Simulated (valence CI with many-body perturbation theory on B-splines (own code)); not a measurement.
## E1 line list for La26+

Level of theory: configuration interaction combined with many-body perturbation theory (CI+MBPT): three valence electrons over a frozen Dirac-Fock core [Ar] 3d10, a basis of 11 s, 11 p, 10 d, 8 f, 5 g, 2 h functions for each j, with the one-electron correlation potential Σ1, the two-electron term Σ2, the three-electron term Σ3, Breit, model QED; selected CI, second order for the rest, scaled by the run's own slope (own B-spline code, finite nucleus).

The last digits are not significant, and no measured levels were compared; by estimate large intervals hold to a few tenths of a per cent, small ones and those within an open d or f shell to about a per cent.

Lines 151 to 200 of 554 in falling wavelength, among levels below 3221.8 × 10³ cm⁻¹, chosen from the strongest by gf and those to the six lowest levels. Wavelengths and rates use the calculated energies. Electric multipoles are in the length gauge, E1 and E2 with the static RPA response of the core. Weak lines are less certain than strong ones. Lines between different terms over intervals too small for the method are left out, as are lines whose strength nearly cancels. Where a level lies close to another of its J and parity, the split of strength between their lines is uncertain. The highest levels of a list are the least certain.

Levels are named by their leading jj configuration (3d3/2^4 stands for four electrons in 3d with j = 3/2), which in mixed levels can hold well under half, so a name can repeat and another be missing. Letters in brackets count levels of one name in rising energy.

```csv
λ vac (nm),Upper,Lower,A (s⁻¹),S (a.u.)
13.75,(4p1/2 4p3/2^2) J=3/2,(4s 4p1/2 4p3/2) J=3/2 [a],5.10e+10,2.62e-01
13.73,(4s 4p3/2 4f5/2) J=5/2,(4s^2 4f5/2) J=5/2,7.16e+10,5.49e-01
13.70,(4s 4p3/2 4d5/2) J=5/2 [b],(4s^2 4d5/2) J=5/2,9.41e+10,7.17e-01
13.69,(4p3/2^2 4f7/2) J=11/2,(4s 4p3/2 4f7/2) J=11/2,3.02e+10,4.58e-01
13.65,(4p1/2 4p3/2^2) J=5/2,(4s 4p1/2 4p3/2) J=3/2 [a],3.46e+08,2.60e-03
13.56,(4s 4p1/2 4d3/2) J=3/2 [a],(4s 4p1/2 4p3/2) J=5/2,1.12e+08,5.53e-04
13.55,(4p1/2 4p3/2 4d5/2) J=5/2 [a],(4s 4p1/2 4d3/2) J=5/2,2.77e+10,2.04e-01
13.52,(4s 4p3/2 4f5/2) J=7/2 [c],(4s^2 4f7/2) J=7/2,3.84e+10,3.74e-01
13.47,(4s 4p3/2 4f5/2) J=7/2 [c],(4s^2 4f5/2) J=5/2,1.41e+11,1.36e+00
13.45,(4p1/2 4d5/2^2) J=7/2,(4p1/2 4p3/2 4d5/2) J=5/2 [b],2.67e+10,2.56e-01
13.41,(4s 4d3/2 4d5/2) J=9/2,(4s 4p3/2 4d5/2) J=7/2 [b],2.91e+10,3.46e-01
13.40,(4s 4p3/2 4d5/2) J=3/2 [a],(4s 4p3/2^2) J=3/2,3.12e+10,1.48e-01
13.33,(4s 4p1/2 4f7/2) J=9/2,(4s 4p3/2 4d5/2) J=9/2,2.72e+10,3.18e-01
13.31,(4p1/2 4p3/2 4f5/2) J=9/2,(4s 4p1/2 4f7/2) J=7/2 [a],1.49e+10,1.73e-01
13.29,(4p1/2 4p3/2 4d3/2) J=3/2 [a],(4p1/2 4p3/2^2) J=5/2,2.89e+10,1.34e-01
13.28,(4s 4d3/2 4d5/2) J=5/2 [c],(4s 4p3/2 4d3/2) J=3/2 [b],2.53e+10,1.75e-01
13.25,(4s 4p3/2 4d5/2) J=3/2 [b],(4s^2 4d3/2) J=3/2,3.52e+10,1.62e-01
13.22,(4s 4p3/2 4d3/2) J=3/2 [b],(4s^2 4d3/2) J=3/2,8.76e+10,4.00e-01
13.21,(4p3/2 4d5/2^2) J=7/2 [c],(4p3/2^2 4d5/2) J=5/2 [b],2.87e+10,2.61e-01
13.13,(4s 4p1/2 4d5/2) J=5/2 [a],(4s 4p1/2 4p3/2) J=3/2 [b],2.21e+09,1.48e-02
13.08,(4s 4p1/2 4d3/2) J=3/2 [b],(4s 4p1/2 4p3/2) J=3/2 [b],8.49e+09,3.75e-02
13.05,(4p1/2 4d3/2 4d5/2) J=9/2,(4p1/2 4p3/2 4d5/2) J=9/2,1.88e+10,2.06e-01
13.03,(4s 4d5/2^2) J=7/2,(4s 4p3/2 4d5/2) J=5/2 [b],2.23e+10,1.95e-01
13.03,(4s 4p1/2 4d3/2) J=1/2,(4s 4p1/2 4p3/2) J=3/2 [b],3.85e+08,8.42e-04
13.01,(4s 4p1/2 4d3/2) J=5/2,(4s 4p1/2 4p3/2) J=5/2,2.26e+10,1.47e-01
12.95,(4p1/2 4d5/2^2) J=9/2,(4p1/2 4p3/2 4d5/2) J=7/2 [b],2.61e+10,2.80e-01
12.86,(4s 4p1/2 4d3/2) J=3/2 [a],(4s 4p1/2 4p3/2) J=3/2 [a],1.14e+10,4.79e-02
12.84,(4s 4d3/2 4d5/2) J=7/2 [b],(4s 4p3/2 4d3/2) J=5/2 [b],6.95e+10,5.81e-01
12.75,(4p3/2 4d5/2^2) J=11/2,(4p3/2^2 4d5/2) J=9/2,1.33e+10,1.63e-01
12.72,(4p3/2 4d5/2^2) J=9/2 [a],(4s 4p1/2 4f7/2) J=9/2,1.84e+10,1.87e-01
12.72,(4s 4d3/2 4d5/2) J=3/2 [b],(4s 4p3/2 4d3/2) J=5/2 [b],3.57e+10,1.45e-01
12.68,(4s 4d5/2^2) J=5/2,(4s 4p3/2 4d5/2) J=7/2 [b],2.13e+10,1.28e-01
12.59,(4s 4p3/2 4f7/2) J=9/2 [a],(4s 4p3/2 4d5/2) J=7/2 [b],1.55e+10,1.53e-01
12.49,(4s 4p3/2 4d3/2) J=7/2,(4s 4p3/2^2) J=5/2,1.95e+10,1.50e-01
12.47,(4p1/2 4p3/2^2) J=1/2,(4s 4p1/2 4p3/2) J=3/2 [a],1.61e+09,3.08e-03
12.39,(4p1/2 4d3/2 4d5/2) J=7/2 [b],(4p1/2 4p3/2 4d3/2) J=5/2 [b],2.54e+10,1.90e-01
12.37,(4p1/2 4d5/2^2) J=5/2,(4p1/2 4p3/2 4d5/2) J=7/2 [b],3.24e+10,1.82e-01
12.37,(4s 4p1/2 4d3/2) J=5/2,(4s 4p1/2 4p3/2) J=3/2 [a],8.13e+09,4.55e-02
12.35,(4p1/2^2 4d5/2) J=5/2,(4p1/2^2 4p3/2) J=3/2,4.01e+10,2.24e-01
12.32,(4p1/2 4d3/2 4d5/2) J=7/2 [a],(4p1/2 4p3/2 4d3/2) J=5/2 [a],3.06e+10,2.25e-01
12.31,(4p1/2 4d5/2^2) J=5/2,(4p1/2 4p3/2 4d3/2) J=5/2 [b],2.64e+10,1.46e-01
12.30,(4p1/2 4d3/2 4d5/2) J=9/2,(4p1/2 4p3/2 4d3/2) J=7/2,3.00e+10,2.75e-01
12.28,(4p1/2 4d5/2^2) J=9/2,(4p1/2 4p3/2 4d5/2) J=9/2,2.34e+10,2.14e-01
12.24,(4p1/2 4p3/2 4d5/2) J=3/2 [a],(4p1/2 4p3/2^2) J=3/2,4.63e+10,1.68e-01
12.21,(4p1/2 4p3/2 4d5/2) J=5/2 [a],(4p1/2 4p3/2^2) J=3/2,2.51e+10,1.35e-01
12.18,(4s 4d3/2 4d5/2) J=3/2 [c],(4s 4p3/2 4d5/2) J=5/2 [b],5.28e+10,1.88e-01
12.17,(4p1/2 4p3/2 4f7/2) J=7/2 [b],(4p1/2 4p3/2 4d5/2) J=5/2 [b],1.70e+10,1.21e-01
12.16,(4p1/2 4d3/2 4d5/2) J=3/2 [a],(4p1/2 4p3/2 4d3/2) J=3/2 [a],4.32e+10,1.53e-01
12.15,(4s 4p3/2 4f7/2) J=7/2,(4s 4p3/2 4d5/2) J=7/2 [b],3.31e+10,2.34e-01
12.15,(4s 4p1/2 4d5/2) J=3/2,(4s 4p1/2 4p3/2) J=1/2,1.03e+11,3.63e-01
```
